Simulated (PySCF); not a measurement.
CH7NOSi, SMILES N[Si@H](O)C.

Geometry optimised at PBE-D3(BJ)/def2-SVP. The structure was generated by enumeration; whether it is a known compound was not checked. One conformer was computed; it need not be the lowest.

Level of theory: PBE-D3(BJ)/def2-SVP (PySCF 2.14.0).

Frequencies are harmonic and unscaled.

```json
[
 {"mode": "1", "ν (cm⁻¹)": "140", "IR (km/mol)": "0.2", "moving atoms (share of kinetic energy)": "H 97 %"},
 {"mode": "2", "ν (cm⁻¹)": "186", "IR (km/mol)": "11.2", "moving atoms (share of kinetic energy)": "H 52 %, O 22 %, N 12 %, Si 8 %"},
 {"mode": "3", "ν (cm⁻¹)": "213", "IR (km/mol)": "6.1", "moving atoms (share of kinetic energy)": "H 58 %, C 16 %, N 9 %, O 8 %, Si 8 %"},
 {"mode": "4", "ν (cm⁻¹)": "224", "IR (km/mol)": "32.9", "moving atoms (share of kinetic energy)": "H 69 %, N 15 %"},
 {"mode": "5", "ν (cm⁻¹)": "284", "IR (km/mol)": "23.9", "moving atoms (share of kinetic energy)": "H 35 %, Si 32 %, O 13 %, N 11 %, C 8 %"},
 {"mode": "6", "ν (cm⁻¹)": "359", "IR (km/mol)": "75.7", "moving atoms (share of kinetic energy)": "H 70 %, O 16 %, N 9 %"},
 {"mode": "7", "ν (cm⁻¹)": "410", "IR (km/mol)": "180.8", "moving atoms (share of kinetic energy)": "H 72 %, N 18 %"},
 {"mode": "8", "ν (cm⁻¹)": "625", "IR (km/mol)": "3.4", "moving atoms (share of kinetic energy)": "H 81 %, C 14 %"},
 {"mode": "9", "ν (cm⁻¹)": "651", "IR (km/mol)": "10.5", "moving atoms (share of kinetic energy)": "H 42 %, C 36 %, Si 13 %"},
 {"mode": "10", "ν (cm⁻¹)": "718", "IR (km/mol)": "21.5", "moving atoms (share of kinetic energy)": "H 69 %, C 17 %"},
 {"mode": "11", "ν (cm⁻¹)": "785", "IR (km/mol)": "42.7", "moving atoms (share of kinetic energy)": "H 30 %, N 26 %, O 23 %, Si 16 %"},
 {"mode": "12", "ν (cm⁻¹)": "787", "IR (km/mol)": "36.4", "moving atoms (share of kinetic energy)": "H 64 %, O 17 %, N 10 %"},
 {"mode": "13", "ν (cm⁻¹)": "832", "IR (km/mol)": "52.5", "moving atoms (share of kinetic energy)": "H 74 %, Si 9 %, N 8 %"},
 {"mode": "14", "ν (cm⁻¹)": "882", "IR (km/mol)": "87.2", "moving atoms (share of kinetic energy)": "H 57 %, Si 21 %, O 11 %, N 9 %"},
 {"mode": "15", "ν (cm⁻¹)": "900", "IR (km/mol)": "134.1", "moving atoms (share of kinetic energy)": "H 66 %, Si 20 %"},
 {"mode": "16", "ν (cm⁻¹)": "928", "IR (km/mol)": "296.4", "moving atoms (share of kinetic energy)": "H 50 %, Si 32 %, O 10 %"},
 {"mode": "17", "ν (cm⁻¹)": "1218", "IR (km/mol)": "36.1", "moving atoms (share of kinetic energy)": "H 77 %, C 22 %"},
 {"mode": "18", "ν (cm⁻¹)": "1383", "IR (km/mol)": "3.3", "moving atoms (share of kinetic energy)": "H 96 %"},
 {"mode": "19", "ν (cm⁻¹)": "1385", "IR (km/mol)": "3.4", "moving atoms (share of kinetic energy)": "H 96 %"},
 {"mode": "20", "ν (cm⁻¹)": "1493", "IR (km/mol)": "46.2", "moving atoms (share of kinetic energy)": "H 89 %, N 10 %"},
 {"mode": "21", "ν (cm⁻¹)": "2158", "IR (km/mol)": "174.4", "moving atoms (share of kinetic energy)": "H 97 %"},
 {"mode": "22", "ν (cm⁻¹)": "2972", "IR (km/mol)": "2.6", "moving atoms (share of kinetic energy)": "H 97 %"},
 {"mode": "23", "ν (cm⁻¹)": "3067", "IR (km/mol)": "6.5", "moving atoms (share of kinetic energy)": "H 91 %, C 9 %"},
 {"mode": "24", "ν (cm⁻¹)": "3079", "IR (km/mol)": "3.9", "moving atoms (share of kinetic energy)": "H 91 %, C 9 %"},
 {"mode": "25", "ν (cm⁻¹)": "3490", "IR (km/mol)": "15.7", "moving atoms (share of kinetic energy)": "H 96 %"},
 {"mode": "26", "ν (cm⁻¹)": "3585", "IR (km/mol)": "18.1", "moving atoms (share of kinetic energy)": "H 91 %, N 9 %"},
 {"mode": "27", "ν (cm⁻¹)": "3745", "IR (km/mol)": "48.3", "moving atoms (share of kinetic energy)": "H 94 %"}
]
```
